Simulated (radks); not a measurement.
Polarisability of the scandium ion Sc2+, [Ar] 3d1, at imaginary frequency. Method: non-relativistic Kohn-Sham, LDA (Slater exchange, VWN5 correlation), spin-polarised, spherical densities, point nucleus; open shells are filled with parallel spins first; computed with a radial shooting solver on a logarithmic mesh with Libxc functionals. Response by self-consistent Sternheimer equations with the Hartree and adiabatic LDA kernel.

| w (hartree) | alpha1(iw) (bohr^3) |
|---|---|
| 0.00266 | 4.942 |
| 0.0143 | 4.936 |
| 0.0360 | 4.907 |
| 0.0697 | 4.816 |
| 0.118 | 4.620 |
| 0.186 | 4.295 |
| 0.280 | 3.872 |
| 0.413 | 3.401 |
| 0.605 | 2.888 |
| 0.892 | 2.307 |
| 1.35 | 1.651 |
| 2.12 | 0.9914 |
| 3.59 | 0.4694 |
| 6.94 | 0.1646 |
| 17.5 | 0.03657 |

Static values: alpha1 = 4.942 bohr^3 (0.7323 angstrom^3; uncoupled 6.483). C6 = 14.67, triple-dipole C9 = 46.71 atomic units. One-pole (London) frequency 4 C6 / (3 alpha1^2) = 0.801 hartree, against 0.684 for minus the highest occupied eigenvalue. The dipole shielding factor is 0.905, as the force sum rule N/Z = 0.905 demands.
